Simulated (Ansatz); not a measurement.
Ansatz (a quantum-chemistry and plane-wave program) input:

Ansatz 0.2 input:
```yaml
crystal:
  periodic: [false, false, false]
  atoms:
    - {symbol: C, position_ang: [-2.26044247, -0.24252192, -0.05340764]}
    - {symbol: C, position_ang: [-0.82067744, 0.26253588, -0.14936143]}
    - {symbol: C, position_ang: [0.25189949, -0.73028271, 0.27140453]}
    - {symbol: C, position_ang: [1.80661687, -0.21263278, 0.18673843]}
    - {symbol: O, position_ang: [1.88073195, 0.95322808, -0.21320112]}
    - {symbol: H, position_ang: [-2.41248798, -1.12662500, -0.68090014]}
    - {symbol: H, position_ang: [-2.99188114, 0.51702024, -0.36955268]}
    - {symbol: H, position_ang: [-2.51031043, -0.53279875, 0.97215867]}
    - {symbol: H, position_ang: [-0.70816362, 1.17081772, 0.45296133]}
    - {symbol: H, position_ang: [-0.61206232, 0.58579998, -1.17528924]}
    - {symbol: H, position_ang: [0.11025669, -1.05757532, 1.31186212]}
    - {symbol: H, position_ang: [0.21441439, -1.64505429, -0.33787460]}
basis:
  gaussian:
    orbitals: cc-pVTZ
hamiltonian:
  xc: pbe
total_charge: -1
magnetization: {spin_polarized: false}
correlation: {method: rpa, electrons: outside_noble_gas}
```

Q: Which total energy does the run end on?

A: -231.85786 Eh (RPA@PBE/cc-pVTZ). The basis has 248 functions. The run takes roughly 21 core-seconds.

It need not be the lowest isomer of its formula. Whether it binds its extra electron was not tested at this geometry.
